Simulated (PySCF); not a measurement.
Worked example: chemical shift, span and skew from a shielding tensor

Be(SMe)(SiH3) (CH6BeSSi), SMILES C[S][Be][SiH3]. Atoms are numbered in the order given.

```xyz
10

Be     0.4070     0.1403     0.1672
S      0.0551    -0.5000    -1.5932
C     -1.7647    -0.8395    -1.5119
H     -2.0048    -1.5598    -0.7187
H     -2.0422    -1.2765    -2.4802
H     -2.3352     0.0871    -1.3657
Si     0.8306     0.8628     2.1702
H      0.3414    -0.0811     3.2265
H      0.1902     2.1883     2.4490
H      2.3011     1.0383     2.3997
```

Coordinates come from a B3LYP-D3(BJ)/def2-SVP optimisation. One conformer was computed; it need not be the lowest.

GIAO shieldings from PBE0/pcSseg-1 in PySCF, non-relativistic, no solvent. The symmetric part of the tensor of Si7 has the principal values 483.3, 498.0, 500.2 ppm. The same nucleus in TMS has σ = 352.7 ppm at this level (PySCF, at its B3LYP-D3(BJ)/def2-TZVP geometry).

Question: Work out the isotropic shielding, the ²⁹Si shift against TMS, the span and the skew.

Answer: 
σ(iso) = (σ11 + σ22 + σ33)/3 = 493.8 ppm. δ = σ(ref) − σ(iso) = 352.7 − (493.8) = -141.1 ppm.
Span Ω = σ33 − σ11 = 16.9 ppm. Skew κ = 3(σ(iso) − σ22)/Ω = -0.74. Tumbling in solution averages the tensor to δ; in a static solid the shielding alone would spread this spin-1/2 line over Ω.
